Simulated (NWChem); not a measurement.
All runs are NWChem calculations. System: H3N2, charge 0, spin multiplicity 2, at a geometry optimised with UB3LYP/def2-SVP. The structure started from a generated list of species. Its SCF solution wasn't tested for a lower state. Level: UHF/def2-TZVP.

Job file:

```
start mol
memory heap 200 mb stack 900 mb global 1100 mb
geometry units angstroms nocenter noautoz noautosym
  N      0.655708    -0.359048     0.098807
  N     -0.551063     0.190697    -0.127793
  H      1.328676     0.417951     0.027018
  H     -0.728456     1.177525     0.071044
  H     -1.332737    -0.417020     0.104846
end
basis spherical
  * library def2-tzvp
end
scf
  uhf
  nopen 1
  maxiter 100
  thresh 1e-7
  semidirect memsize 60000000 filesize 0
  # guess.movecs holds the orbitals of an unrestricted PBE0 run
  vectors input guess.movecs output mol.movecs
end
task scf energy
```

NWChem printed:

```
             Northwest Computational Chemistry Package (NWChem) 7.3.0
             --------------------------------------------------------

                                NWChem Input Module
                                -------------------

 Scaling coordinates for geometry "geometry" by  1.889725989
 (inverse scale =  0.529177249)

                             Geometry "geometry" -> ""
                             -------------------------

 Output coordinates in angstroms (scale by  1.889725989 to convert to a.u.)

  No.       Tag          Charge          X              Y              Z
 ---- ---------------- ---------- -------------- -------------- --------------
    1 N                    7.0000     0.65570800    -0.35904800     0.09880700
    2 N                    7.0000    -0.55106300     0.19069700    -0.12779300
    3 H                    1.0000     1.32867600     0.41795100     0.02701800
    4 H                    1.0000    -0.72845600     1.17752500     0.07104400
    5 H                    1.0000    -1.33273700    -0.41702000     0.10484600

 Effective nuclear repulsion energy (a.u.)      36.4790256074

            Nuclear Dipole moment (a.u.)
            ----------------------------
        X                 Y               Z
 ---------------- ---------------- ----------------
    -0.0000037795    -0.0000018897     0.0000113384


 Summary of "ao basis" -> "" (spherical)
 ------------------------------------------------------------------------------
       Tag                 Description            Shells   Functions and Types
 ---------------- ------------------------------  ------  ---------------------
 *                         def2-tzvp                  on all atoms

 Summary of "ao basis" -> "ao basis" (spherical)
 ------------------------------------------------------------------------------
       Tag                 Description            Shells   Functions and Types
 ---------------- ------------------------------  ------  ---------------------
 N                         def2-tzvp                11       31   5s3p2d1f
 H                         def2-tzvp                 4        6   3s1p
[...]
  ----- ------------  ---------------      ----- ------------  ---------------
    65     -1.547015  3 H  s                 77      1.524974  5 H  s
     5      1.452410  1 N  s                 36     -1.345182  2 N  s
    13      0.511563  1 N  py                44      0.397748  2 N  py
    45     -0.385650  2 N  pz                14      0.305295  1 N  pz
    76     -0.185307  5 H  s                 35      0.178881  2 N  s

 center of mass
 --------------
 x =   0.04428106 y =  -0.07123883 z =  -0.01226524

 moments of inertia (a.u.)
 ------------------
          15.712901482112          16.018231968102          -6.218215565695
          16.018231968102          52.641100105117           2.835412609315
          -6.218215565695           2.835412609315          65.632934069713

  Mulliken analysis of the total density
  --------------------------------------

    Atom       Charge   Shell Charges
 -----------   ------   -------------------------------------------------------
    1 N    7     7.28   0.82  1.16  0.57  0.87  0.31  1.38  1.54  0.57  0.01  0.05  0.00
    2 N    7     7.41   0.82  1.16  0.51  0.80  0.18  1.50  1.70  0.68  0.01  0.05  0.01
    3 H    1     0.80   0.26  0.44  0.06  0.03
    4 H    1     0.76   0.26  0.41  0.05  0.04
    5 H    1     0.75   0.26  0.41  0.05  0.04

  Mulliken analysis of the alpha density
  --------------------------------------

    Atom       Charge   Shell Charges
 -----------   ------   -------------------------------------------------------
    1 N    7     4.11   0.41  0.58  0.30  0.45  0.16  0.88  0.96  0.33  0.01  0.03  0.00
    2 N    7     3.78   0.41  0.58  0.26  0.40  0.09  0.80  0.88  0.32  0.01  0.03  0.00
    3 H    1     0.37   0.12  0.20  0.03  0.02
    4 H    1     0.38   0.13  0.20  0.03  0.02
    5 H    1     0.37   0.13  0.20  0.02  0.02

   Mulliken analysis of the beta density
   -------------------------------------

    Atom       Charge   Shell Charges
 -----------   ------   -------------------------------------------------------
    1 N    7     3.17   0.41  0.58  0.27  0.42  0.15  0.50  0.57  0.24  0.01  0.03  0.00
    2 N    7     3.64   0.41  0.58  0.25  0.40  0.09  0.70  0.82  0.36  0.01  0.02  0.00
    3 H    1     0.43   0.14  0.24  0.04  0.01
    4 H    1     0.38   0.13  0.21  0.03  0.02
    5 H    1     0.38   0.13  0.21  0.02  0.02

   Mulliken analysis of the spin density
   -------------------------------------

    Atom       Charge   Shell Charges
 -----------   ------   -------------------------------------------------------
    1 N    7     0.93   0.00 -0.00  0.03  0.03  0.01  0.38  0.39  0.09 -0.00 -0.00 -0.00
    2 N    7     0.14   0.00 -0.00  0.01  0.00  0.00  0.09  0.06 -0.04  0.00  0.00  0.00
    3 H    1    -0.06  -0.01 -0.04 -0.01  0.00
    4 H    1    -0.00  -0.00 -0.00 -0.00  0.00
    5 H    1    -0.01  -0.00 -0.01 -0.00  0.00

       Multipole analysis of the density wrt the origin
       ------------------------------------------------

     L   x y z        total         alpha         beta         nuclear
     -   - - -        -----         -----         ----         -------
     0   0 0 0      0.000000     -9.000000     -8.000000     17.000000

     1   1 0 0     -0.429434     -0.609617      0.180186     -0.000004
     1   0 1 0      0.833470      0.641930      0.191541     -0.000002
     1   0 0 1      0.208250      0.063754      0.144485      0.000011

     2   2 0 0     -7.522208    -21.237797    -19.165271     32.880860
     2   1 1 0      1.480448      5.042270      4.045589     -7.607412
     2   1 0 1     -0.663686     -1.922547     -1.565448      2.824310
     2   0 2 0     -8.953214     -9.956464     -9.324695     10.327945
     2   0 1 1      0.308568      0.838488      0.783153     -1.313073
     2   0 0 2    -10.780402     -6.433207     -5.059362      0.712167

 Task  times  cpu:        1.4s     wall:        1.4s

 Total times  cpu:        1.5s     wall:        1.5s
```
